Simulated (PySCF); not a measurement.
Compound: C6H10NO (doublet state).
Structure used (GFN2-xTB), in Å, numbered top down from 1:
```xyz
18
C6H10NO angstrom
C     -2.1344    0.1191    0.3854
C     -1.2825   -0.6627   -0.6150
C      0.0204   -1.1609   -0.0990
C      0.8246   -0.2644   -0.9697
C      1.5160    0.8009   -0.1173
N      2.6728    0.3676    0.4365
O      1.0643    1.9035    0.0839
C     -0.4887    0.2001   -1.6237
H     -1.5443    0.9198    0.8241
H     -2.9970    0.5536   -0.1146
H     -2.4833   -0.5372    1.1799
H     -1.9075   -1.4342   -1.0809
H      0.2719   -1.6284    0.8350
H      1.5684   -0.7289   -1.6258
H      3.1499    0.9616    1.0944
H      2.9953   -0.5754    0.3168
H     -0.5983   -0.0973   -2.6631
H     -0.6564    1.2696   -1.5234
```

The hyperfine couplings belong to this conformer and change with its torsions.

As a line formula: `C[C@@H]1[CH][C@H](C(N)=O)C1` [radical].

Method used: UKS B3LYP, pcH-1 on C H N O, non-relativistic, mean-field spin-orbit, GIAO (PySCF 2.14.0). Geometry: GFN2-xTB, one conformer, isolated molecule. A GFN2-xTB geometry isn't a minimum of the functional, and hyperfine couplings can be far from their values at a DFT geometry. No stability test was run, so a lower SCF solution isn't excluded.

Principal values of hyperfine tensors in MHz (contact and dipolar terms together), for some of the nuclei:

| atom | isotope | A1 | A2 | A3 |
| --- | --- | --- | --- | --- |
| H14 | 1H | 103.64 | 103.97 | 117.02 |
| H12 | 1H | 96.39 | 97.38 | 110.73 |
| C5 | 13C | 58.32 | 58.78 | 72.60 |
| C1 | 13C | 52.36 | 52.52 | 65.30 |
| H13 | 1H | -89.56 | -53.48 | -15.16 |
| C4 | 13C | -34.04 | -31.30 | -28.00 |
| C2 | 13C | -32.80 | -29.88 | -27.02 |
| H10 | 1H | 6.49 | 7.75 | 13.75 |

(1) Split each tensor into its isotropic and traceless parts, and turn a_iso into mT with g = 2.0027.

(2) What spin density at the nucleus of H12 lies behind its contact coupling (g_N = 5.58569)?

(3) C3 (13C, g_N = 1.40482) isn't in the table. Its spin density at the nucleus is 0.1063 bohr⁻³. What is its contact coupling?

(4) Which nucleus of the table has the largest anisotropic coupling, and what is its form?

(5) What first-order splitting does H12 cause when the field lies along A1, A2 or A3 of its tensor (g taken as isotropic, no quadrupole term)?

## Answers

(1) a_iso is a third of the trace, T = A − a_iso, and a(mT) = a(MHz)/(g × 13.996).

| atom | a_iso (MHz) | a_iso (mT) | T1 | T2 | T3 |
| --- | --- | --- | --- | --- | --- |
| H14 | 108.21 | 3.860 | -4.58 | -4.24 | 8.81 |
| H12 | 101.50 | 3.621 | -5.11 | -4.13 | 9.23 |
| C5 | 63.23 | 2.256 | -4.91 | -4.46 | 9.36 |
| C1 | 56.72 | 2.024 | -4.37 | -4.21 | 8.57 |
| H13 | -52.74 | -1.881 | -36.83 | -0.75 | 37.58 |
| C4 | -31.11 | -1.110 | -2.93 | -0.19 | 3.12 |
| C2 | -29.90 | -1.067 | -2.90 | 0.02 | 2.88 |
| H10 | 9.33 | 0.333 | -2.84 | -1.58 | 4.42 |

(2) a_FC = 800.24 MHz bohr³ × g_N × ρ(0)/(2S). With a_FC = 101.50 MHz and 2S = 1, ρ(0) = 0.02271 bohr⁻³. In magnitude that is 7.1 % of the 1/π = 0.318 of a free hydrogen atom.

(3) By the same relation, a_FC = 119.5 MHz. Its full tensor has the principal values 40.94, 42.31, 275.37 MHz.

(4) H13: -36.8, -0.7, 37.6 MHz, rhombic: the two smaller values differ by 96 % of the largest.

(5) 2 lines (I = 1/2), spaced by |A_i|/(g × 13.996): 3.44, 3.47, 3.95 mT along the axes of A1, A2 and A3.
